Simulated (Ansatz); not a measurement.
A nudged elastic band was laid between two geometries of C2H9AlOSi (14 atoms, charge 0, multiplicity 1).

The calculation used UKS PBE0-D4/6-31G (Ansatz).

```yaml
movable_images: 5
climbing_image: yes
spring: 5.0 eV/Å²
optimiser: quadratic models (default)
start_path: through a guess of the saddle point
force_threshold: 0.03 eV/Å
iteration_limit: 60
end_points: relaxed
```

Initial state:

```xyz
14
Properties=species:S:1:pos:R:3
C -1.639 0.207 -1.095
C -1.140 -0.777 -0.076
O 0.129 -1.501 -0.594
Al 0.436 -0.579 1.132
Si 1.933 1.340 0.858
H -0.859 0.921 -1.375
H -2.470 0.774 -0.657
H -2.010 -0.275 -2.011
H -1.874 -1.542 0.199
H 0.044 -2.343 -1.070
H 0.584 -1.652 2.325
H 1.553 2.209 -0.320
H 3.376 0.942 0.643
H 1.925 2.246 2.069
```

Final state:

```xyz
14
Properties=species:S:1:pos:R:3
C -1.834 0.462 -0.864
C -0.866 -0.593 -0.515
O -0.729 -1.513 -1.449
Al 0.407 -0.856 1.096
Si 1.945 1.050 0.753
H -1.326 1.434 -0.815
H -2.606 0.499 -0.085
H -2.293 0.324 -1.846
H 0.925 -2.293 0.444
H -0.063 -2.192 -1.145
H -0.448 -0.899 2.467
H 2.640 1.020 -0.591
H 3.036 1.159 1.792
H 1.198 2.370 0.787
```

Which bonds break or form, and what moves?

Bonds broken: C2–H9, O3–Al4. Bonds formed: Al4–H9.

What energy profile does the band end with?

It converged. The highest image is number 3 of 0 to 6, 1.57 eV above the first end and 0.21 eV above the last; the last end lies 1.36 eV above the first. The profile has 3 maxima (images 1, 3, 5) with wells between them (images 2, 4): this band takes more than one step, which may be the mechanism or a detour left from its start path. Neighbouring images differ by up to 1.6 eV, so the band resolves the path poorly. A vibrational analysis at the climbing image gives one clearly imaginary mode, 467i cm⁻¹: a first-order saddle point. The orbitals stay closed-shell, which can raise the energy where a bond breaks towards radicals; this wasn't checked here. Limits of this set-up: no polarisation functions.

| image | path coordinate (Å) | energy (eV) | C2–H9 (Å) | O3–Al4 (Å) | Al4–H9 (Å) |
| --- | --- | --- | --- | --- | --- |
| 0 | 0.00 | 0.00 | 1.09 | 1.98 | 2.67 |
| 1 | 4.29 | 0.40 | 1.11 | 2.73 | 2.59 |
| 2 | 8.58 | 0.02 | 1.09 | 1.99 | 2.67 |
| 3 | 12.87 | 1.57 | 1.88 | 2.95 | 1.72 |
| 4 | 15.44 | 1.41 | 2.86 | 3.00 | 1.63 |
| 5 | 18.01 | 1.44 | 2.83 | 2.96 | 1.63 |
| 6 | 20.58 | 1.36 | 2.65 | 2.86 | 1.66 |

What is the geometry of the highest image?


```xyz
14
Properties=species:S:1:pos:R:3:forces:R:3
C -2.189 -0.390 -0.916 0.00 0.00 0.00
C -0.765 -0.090 -0.599 0.00 0.00 0.00
O -0.001 -0.193 -1.703 0.00 0.00 0.00
Al -0.028 0.069 1.239 0.00 0.00 0.00
Si 2.347 0.625 1.003 0.00 0.00 0.00
H -2.617 0.504 -1.390 0.00 0.00 0.00
H -2.759 -0.603 -0.010 0.00 0.00 0.00
H -2.285 -1.219 -1.624 0.00 0.00 0.00
H -0.306 -1.491 0.562 0.00 0.00 0.00
H 0.929 0.075 -1.547 0.00 0.00 0.00
H -1.076 0.414 2.401 0.00 0.00 0.00
H 2.699 0.570 -0.482 0.00 0.00 0.00
H 3.317 -0.322 1.662 0.00 0.00 0.00
H 2.723 2.021 1.432 0.00 0.00 0.00
```

The run took 13 min on 2 threads of AMD EPYC 7R13 Processor (Zen 3), with other jobs on the host, peak memory 0.29 GiB.
